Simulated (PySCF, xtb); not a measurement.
tellurium hexafluoride cation (F6Te), SMILES F[Te](F)(F)(F)(F)F (connectivity only; charge and spin as stated), charge +1, multiplicity 2. Atoms are numbered in the order given.

```xyz
7

F      1.0121     0.0000     1.6268
Te     0.0000     0.0000    -0.1257
F     -1.0121     0.0000     1.6268
F      1.4740     0.0000    -1.2620
F      0.0000     1.8642    -0.0018
F      0.0000    -1.8642    -0.0018
F     -1.4740     0.0000    -1.2620
```
Charge +1, spin multiplicity 2.

Coordinates come from a B3LYP-D3(BJ)/def2-SVP optimisation. The spin state was assumed, not searched. The def2 effective core potentials stand for the cores of Te; spin–orbit coupling is left out.

Level of theory: PySCF with IEF-PCM-PBE0/def2-SVP.

The values are the electrostatic part of the solvation free energy, E(continuum) − E(gas) at the gas-phase geometry, in a cavity of scaled van der Waals radii (PySCF's table); cavitation and dispersion terms are not included.

| solvent | ε | ΔG(elec) (kcal/mol) |
|---|---|---|
| water | 78.36 | -61.9 |
| toluene | 2.37 | -35.3 |
| acetonitrile | 35.69 | ___ |

Complete the blanks. (An estimate is asked for; the answer gives what the named calculation found.)


- acetonitrile, ΔG(elec) (kcal/mol): -60.8

For comparison, GFN2-xTB/ALPB(water) (xtb, at the GFN2-xTB geometry, all terms of that model) gives -50.2 kcal/mol.
